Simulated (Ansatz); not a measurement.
Abridged output of a molecular run in Ansatz:

```
Functional definition: HF
1480 factors; integrals over basis functions are off by at most 1.2e-3 eV
mean field evaluation 1: about -112638.2737 eV, gradient 3.8e1 eV
mean field evaluation 2: about -112638.4031 eV, gradient 3.8e1 eV
mean field evaluation 4: about -112641.6374 eV, gradient 3.6e0 eV
mean field evaluation 8: about -112641.6852 eV, gradient 2.5e-1 eV
mean field -112641.68545085 eV, -4139.5055890422 hartree, gradient 2.8e-6 eV, S^2 0.000000; 0 other end points of the search recorded, 0 dependent functions left out
20 core orbitals not correlated: weight in the atoms' cores, before any rotation towards them, 1.000 or more for the frozen orbitals, at most 0.000 for the correlated occupied ones
reference -112641.68545085 eV, -4139.5055890422 hartree; 22, 22 occupied and 200, 200 virtual orbitals, 1480 factors
second order -25.16278442 eV of doubles, -0.00000000 eV of singles
cycle   1  -24.81202605 eV  change    3.5e-1 eV  update   1.3e-1
cycle   2  -25.61178473 eV  change   -8.0e-1 eV  update   3.8e-2
cycle   3  -25.74952553 eV  change   -1.4e-1 eV  update   1.8e-2
cycle   4  -25.73358037 eV  change    1.6e-2 eV  update   3.9e-3
cycle   5  -25.73142006 eV  change    2.2e-3 eV  update   1.6e-3
cycle   6  -25.73208107 eV  change   -6.6e-4 eV  update   4.4e-4
cycle   7  -25.73192315 eV  change    1.6e-4 eV  update   1.7e-4
cycle   8  -25.73185955 eV  change    6.4e-5 eV  update   6.1e-5
cycle   9  -25.73187954 eV  change   -2.0e-5 eV  update   2.6e-5
perturbative correction -0.93143257 eV, -0.0342295155 hartree
Total energy: -112668.34876296 eV, -4140.4854476890 hartree
```

Its atoms:

Cartesian coordinates in Å:
```
F 0.1259 -1.2674 -1.1034
Ge -0.7872 -1.0478 0.4580
C -0.1551 0.7300 0.7511
Ga 0.9808 0.8029 -0.9245
H -2.2455 -1.2669 0.0360
H -0.2503 -2.1880 1.3322
H 0.4294 0.8143 1.6668
H -0.9635 1.4605 0.7506
H 0.3594 1.4869 -2.1900
H 2.5062 0.4756 -0.7769
```

Task: Which basis set was used?
A. def2-TZVPP
B. def2-TZVPPD
C. cc-pV(Q+d)Z
D. def2-SVP

Result: A. It gives 242 functions.

Task: Write the keys of the input that set method, charge and spin (a neutral closed shell needs none for the last two).

Result: 
```yaml
correlation: {method: ccsd_t}
```
